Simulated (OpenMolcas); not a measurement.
S+: effect of the basis set

| Property | Result |
| --- | --- |
| Program | OpenMolcas 26.06 |
| Method | SS-CASPT2, IPEA 0.25 Eh, imaginary shift 0.1 Eh (closed shells correlated: 2s 2p) |
| Active space | 5 electrons in 4 orbitals (3s 3p) |
| State averaging | 2S+1 = 4 odd, 1 root; 2S+1 = 2 odd, 8 roots; 2S+1 = 4 even, 3 roots; 2S+1 = 2 even, 9 roots |
| Spin-orbit coupling | state interaction with AMFI integrals over the reference wave functions, term energies averaged over their components |

A. ANO-RCC-VDZP [4s3p1d], DKH2, point nucleus; CASPT2 step of the order of 1.3 core-seconds
B. ANO-L-VTZP [5s4p2d1f], non-relativistic, point nucleus; CASPT2 step roughly 2.3 core-seconds
C. ANO-RCC-VTZP [5s4p2d1f], DKH2, point nucleus; CASPT2 step roughly 2.4 core-seconds
D. ANO-R2 [5s4p3d1f], X2C, finite nucleus; CASPT2 step roughly 1.6 core-seconds
E. ANO-RCC-VQZP [6s5p3d2f1g], DKH2, point nucleus; CASPT2 step of the order of 3 core-seconds
F. ANO-R3 [6s5p4d3f1g], X2C, finite nucleus; CASPT2 step roughly 4 core-seconds

Energies in eV above 3s2 3p3 4S* 3/2, the measured ground level; measured values from NIST Handbook of Basic Atomic Spectroscopic Data.

| Level | A | B | C | D | E | F | Measured |
| --- | --- | --- | --- | --- | --- | --- | --- |
| 3s2 3p3 4S* 3/2 | 0.0000 | 0.0000 | 0.0000 | 0.0000 | 0.0000 | 0.0000 | 0.0000 |
| 3s2 3p3 2D* 3/2 | 2.159 | 1.945 | 1.941 | 1.947 | 1.878 | 1.866 | 1.8415 |
| 3s2 3p3 2D* 5/2 | 2.163 | 1.947 | 1.944 | 1.950 | 1.881 | 1.869 | 1.8455 |
| 3s2 3p3 2P* 1/2 | 3.284 | 3.118 | 3.115 | 3.142 | 3.036 | 3.061 | 3.0407 |
| 3s2 3p3 2P* 3/2 | 3.286 | 3.120 | 3.117 | 3.144 | 3.038 | 3.062 | 3.0465 |
| 3s 3p4 4P 5/2 | 10.290 | 10.165 | 10.294 | 10.274 | 10.280 | 10.294 | 9.8438 |
| 3s 3p4 4P 3/2 | 10.335 | 10.210 | 10.339 | 10.319 | 10.325 | 10.340 | 9.8886 |
| 3s 3p4 4P 1/2 | 10.362 | 10.236 | 10.365 | 10.346 | 10.352 | 10.366 | 9.9141 |
| 3s 3p4 2D 3/2 | 13.877 | 13.496 | 13.618 | 13.543 | 13.508 | 13.453 | 12.1369 |
| 3s 3p4 2D 5/2 | 13.878 | 13.497 | 13.618 | 13.544 | 13.509 | 13.454 | 12.1404 |
| 3s 3p4 2S 1/2 | 16.875 | 16.558 | 16.670 | 16.589 | 16.525 | 16.476 | 14.8513 |
| 3s 3p4 2P 3/2 | 18.395 | 17.960 | 18.078 | 17.854 | 17.921 | 17.735 |  |
| 3s 3p4 2P 1/2 | 18.448 | 18.013 | 18.131 | 17.909 | 17.975 | 17.790 |  |

Deviations, from unrounded energies. A percentage is the sum of absolute deviations over the sum of measured energies, with the sign that they share, or ± where signs differ.

```
                        Against measurement  Levels      A     B     C     D     E     F
             mean absolute deviation (cm-1)      10   6400  4600  5200  5000  4700  4600
other terms of the ground configuration (%)       4  +11.4  +3.6  +3.5  +4.2  ±0.9  +0.9
                   other configurations (%)       6   +9.9  +7.8  +8.9  +8.5  +8.3  +8.2
```

B, E, F lie about equally close to measurement and A furthest from it. The largest miss of F in the table is 3s 3p4 2S 1/2, by +13000 cm-1. The ranking rests on the paired levels alone, and a cruder setting can come out closer through cancelling errors.

The two smallest mean deviations differ by little beside CASPT2's spread within terms, so their order carries little weight.

Among A to F the level of the table that moves most is 3s 3p4 2P 3/2, by 5300 cm-1 (lowest in F, highest in A). Moves below CASPT2's spread within the term are not significant.

CASPT2 does not keep the components of a term degenerate, so their means are used; among the terms shown or strongly mixed into the levels shown the widest spread is 1200 cm-1 (3s 3p4 2D, E). Over all roots computed the reference weight is 0.89 to 0.97 in A, 0.88 to 0.96 in B, 0.88 to 0.96 in C, 0.88 to 0.95 in D, 0.87 to 0.96 in E, 0.87 to 0.95 in F; the roots of lowest weight are the least certain, and an intruder state may touch them. Terms of s pⁿ other than that of highest spin mix with s² pⁿ⁻² d, which this space lacks; all of them can be thousands of cm-1 off, and some have no real level of that name. Some terms miss by over 15 % even with CASPT2, which points to a basis or an active space too small for the shells correlated (holds for A). Computed and measured levels are paired by configuration, term and J; levels that our copy of the source lacks, or whose pairing is in doubt (as where it misses far off the trend of its configuration), stay unpaired and out of the deviations. Levels of configurations outside the active space are missing.

* marks odd parity.
